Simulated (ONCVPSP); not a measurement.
## What one change does to a pseudopotential (Cs (Z = 55), ONCV)

```json
{"Element": "caesium (Cs)", "Generator": "ONCVPSP 4.0.1", "Type": "optimised norm-conserving Vanderbilt (ONCV)", "Functional": "LDA (Perdew-Wang 92)", "Relativity": "scalar-relativistic", "Frozen core": "[Kr] 4d10", "Valence charge": "9", "Reference configuration": "5s2 5p6 (charge +1)", "Partial waves": "5s: rc 2.00 bohr, ncon 4, nbas 7, qcut 2.9 1/bohr, 2 projectors, debl 3.8 Ha; 5p: rc 2.85 bohr, ncon 5, nbas 10, qcut 5.9 1/bohr, 1 projector; d scattering state at 0.16 Ha: rc 2.20 bohr, ncon 4, nbas 7, qcut 4.5 1/bohr, 3 projectors, debl 1.8 Ha", "Local potential": "polynomial inside 1.95 bohr (lpopt 3, dvloc0 0 Ha)", "Core correction": "Teter function, fcfact 4.75, rcfact 1.35"}
```

In the d channel the program set the typed energies aside and used 0.050, 1.850, 3.650 Ha.

Change: core correction Teter function, fcfact 4.75, rcfact 1.92.

Cutoffs: the cutoffs (Ha) at which the residual kinetic energy of the hardest occupied pseudo-wave falls to 1 and 0.1 mHa per electron; they do not see the model core or the augmentation charge, which bear on the density cutoff. Errors are all-electron minus pseudo energies relative to the spin-unpolarised reference configuration.

Question: How do hardness, ghosts and transferability respond?

Answer: The potential gets neither clearly harder nor softer (28 Ha and 33 Ha → 28 Ha and 33 Ha); both files keep a bound ghost (d); of the 4 tests that both files solve, the error grows in 2 and shrinks in 1 by more than 15 % and 0.3 meV (median size 2.4 → 4.3 meV). A model core, the more so a compact one, raises the density cutoff, which this test does not measure.

```tsv
quantity	base	changed
cutoff, loose	28 Ha	28 Ha
cutoff, tight	33 Ha	33 Ha
bound ghosts	d	d
GHOST(+) flags under 300 eV	s at 156.0 eV	s at 156.0 eV
error for 5s2 5p6 6s1, meV [ΔE -4.00 eV]	+1.7	-4.5
error for 5s2 5p6 6s0.5, meV [ΔE -2.44 eV]	+1.2	-1.4
error for 5s2 5p6 6p1, meV [ΔE -2.52 eV]	+7.0	+4.1
error for 5s2 5p5 6s1, meV [ΔE 13.99 eV]	-3.1	-54
s: phases at 2.03 bohr within 0.05 rad from the reference energy up to (Ha; the scan ends near 5)	to the end of the scan	to the end of the scan
p: phases at 2.89 bohr within 0.05 rad from the reference energy up to (Ha; the scan ends near 5)	0.3	0.3
d: phases at 2.24 bohr within 0.05 rad from the reference energy up to (Ha; the scan ends near 5)	to the end of the scan	to the end of the scan
rms error of d²Exc/dni dnj with the model core, mHa	0.23	6.39
```

 A true bound ghost makes a file unfit for plane-wave use even where its test errors are small: the radial tests pick states by their node count and pass the ghost by.
